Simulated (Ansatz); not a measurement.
A structure relaxed at r2SCAN-D4/def2-SVP in Ansatz, charge 0, singlet:

```xyz
4

Pt   -0.1077   -0.3858    1.4638
Ru    1.0231    1.4501    0.1600
Ru    0.5820   -0.3120   -1.0178
Ru   -1.4974   -0.7523   -0.6060
```

(1) Give its formula and point group.

(2) Summarise the bond lengths by kind (pairs closer than 1.2 times the sum of covalent radii, bridged metal pairs left out).

Results:

(1) the cluster Ru3Pt. Point group Cs (tolerance 0.1 Å).

(2) 3 × Pt–Ru 2.52 to 2.58 Å; 3 × Ru–Ru 2.16 to 3.43 Å.

In the def2 sets Pt, Ru take a core potential; there is no spin–orbit coupling. Another isomer (triplet) lies 1.95 eV lower at PBE0-D4/def2-TZVP; other spin states weren't run for this one.
